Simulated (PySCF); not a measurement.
Cost against size for one kind of job: PySCF 2.14.0, PBE0-D3(BJ)/def2-SVP geometry optimisation, gas phase; work: geometry optimisation from a GFN2-xTB start shaken at random. Hardware: one thread of an Arm Neoverse V2, no GPU, shared host. Times come from a shared host and carry two figures at best. Peak memory is the resident size of the whole Python process, interpreter and libraries included.

```json
{"species (SMILES)": "C#[C][AlH2]", "atoms": "6", "electrons": "28", "basis functions": "61", "SCF cycles": "50", "gradient evaluations": "8", "wall time": "?", "peak memory": "?"}
{"species (SMILES)": "[SiH3]C[BH2-][PH3+]", "atoms": "14", "electrons": "50", "basis functions": "114", "SCF cycles": "49", "gradient evaluations": "8", "wall time": "32 s", "peak memory": "0.48 GiB"}
{"species (SMILES)": "C=CO[Si@H](C)O", "atoms": "14", "electrons": "56", "basis functions": "128", "SCF cycles": "205", "gradient evaluations": "30", "wall time": "2.8 min", "peak memory": "0.50 GiB"}
{"species (SMILES)": "[SiH3]OC1COC1", "atoms": "14", "electrons": "56", "basis functions": "128", "SCF cycles": "62", "gradient evaluations": "10", "wall time": "?", "peak memory": "?"}
{"species (SMILES)": "C=C(C)[SiH](O)O", "atoms": "14", "electrons": "56", "basis functions": "128", "SCF cycles": "91", "gradient evaluations": "14", "wall time": "92 s", "peak memory": "0.50 GiB"}
{"species (SMILES)": "[SiH3]/C=P/N([SiH3])[SiH3]", "atoms": "16", "electrons": "80", "basis functions": "150", "SCF cycles": "71", "gradient evaluations": "10", "wall time": "1.8 min", "peak memory": "0.66 GiB"}
```

Estimate the withheld figures.

`C#[C][AlH2]`: 6.2 s, 0.29 GiB; `[SiH3]OC1COC1`: 51 s, 0.50 GiB.

With all rows, how does the wall time grow with the number of basis functions N?

A straight line through log(time) against log(N) has slope 3.4 between N = 61 and 150, and the rows scatter about it by a factor of about 1.7 (standard error of the fit). This is a fit to these rows, whose iteration counts differ, not the method's formal scaling.

Which species took longest, and how many times the shortest run?

`C=CO[Si@H](C)O`, at 2.8 min: about 27 times the shortest (6.2 s).
